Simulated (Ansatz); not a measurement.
AgCl, charge +1, doublet, geometry from GFN2-xTB (such geometries of metal compounds can be far from the true shape) (the multiplicity is a formal guess) (core potentials on Ag), with bond 1-2 at 1.8 times its length; Ansatz (an electronic-structure program) with CASSCF(5,7)/def2-SVP.

Input for Ansatz:
Ansatz 0.2 input:
```yaml
crystal:
  periodic: [false, false, false]
  atoms:
    - {symbol: Ag, position_ang: [0.00000000, 0.00000000, -2.43801022]}
    - {symbol: Cl, position_ang: [0.00000000, 0.00000000, 1.68015367]}
basis:
  gaussian:
    orbitals: def2-SVP
hamiltonian:
  xc: hf
total_charge: 1
correlation: {active_space: {window: {electrons: 5, orbitals: 7}}}
magnetization: {spin_polarized: false, initial_magnetization: 1}
```

Problem. What does Ansatz print? Leave out banner, timings and long lists.

Solution. 
```
Functional definition: HF
486 factors; integrals over basis functions are off by at most 3.8e-4 eV
mean field evaluation 1: about -16464.8912 eV, gradient 3.5e1 eV
mean field evaluation 2: about -16464.9033 eV, gradient 3.5e1 eV
mean field evaluation 4: about -16467.5393 eV, gradient 5.1e-1 eV
mean field evaluation 8: about -16467.5537 eV, gradient 1.2e-1 eV
mean field evaluation 16: about -16467.3336 eV, gradient 3.4e0 eV
mean field evaluation 32: about -16467.3834 eV, gradient 2.6e-1 eV
mean field evaluation 64: about -16467.5380 eV, gradient 2.1e0 eV
mean field -16467.55380486 eV, -605.1714402196 hartree, gradient 1.2e-6 eV, S^2 0.750000; 8 other end points of the search recorded, 0 dependent functions left out
reference -16467.55380486 eV, -605.1714402196 hartree; 18, 17 occupied and 31, 32 virtual orbitals, 486 factors
state -16468.91303238 eV, -605.2213909096 hartree
Total energy: -16468.91303238 eV, -605.2213909096 hartree
```
